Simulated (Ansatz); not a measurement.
Start from `C/N=C/OC` and change one atom or group (the configuration at the double bond changes too) to get `C/N=C\Br`.

Ansatz, PBE0-D4/def2-TZVP geometries, multiplicity 1. Each molecule was computed in one conformer, which needn't be the lowest.

Scalar relativity is left out up to krypton. Spin–orbit coupling is left out; it splits and shifts lone-pair levels of the heavy atoms by tenths of an eV.

```tsv
property	`C/N=C/OC`
HOMO–LUMO gap (B3LYP/def2-TZVPP) / eV	7.59
HOMO energy (B3LYP/def2-TZVPP) / eV	-7.18
LUMO energy (ωB97M-V/def2-TZVPP) / eV	2.88
HOMO–LUMO gap (ωB97M-V/def2-TZVPP) / eV	12.55
HOMO energy (PBE/def2-TZVPP) / eV	-6.02
LUMO energy (B3LYP/def2-TZVPP) / eV	0.41
```

Problem. Give the same properties after the change, and the shifts. (Best estimate.)

Solution. Ansatz gave: 
| property | `C/N=C\Br` | shift |
| --- | --- | --- |
| HOMO–LUMO gap (B3LYP/def2-TZVPP) / eV | 6.76 | -0.83 |
| HOMO energy (B3LYP/def2-TZVPP) / eV | -7.59 | -0.41 |
| LUMO energy (ωB97M-V/def2-TZVPP) / eV | 1.64 | -1.24 |
| HOMO–LUMO gap (ωB97M-V/def2-TZVPP) / eV | 11.66 | -0.89 |
| HOMO energy (PBE/def2-TZVPP) / eV | -6.48 | -0.46 |
| LUMO energy (B3LYP/def2-TZVPP) / eV | -0.83 | -1.24 |

With PBE0 the HOMO falls by 0.43 eV and the LUMO falls by 1.28 eV, so the gap narrows by about 0.85 eV. PBE moves the HOMO by -0.46 eV and ωB97M-V by -0.35 eV.

Positive LUMOs are unbound, so they and the gaps depend on the basis.

B3LYP here is the variant with VWN-RPA as its local correlation; programs differ in this.
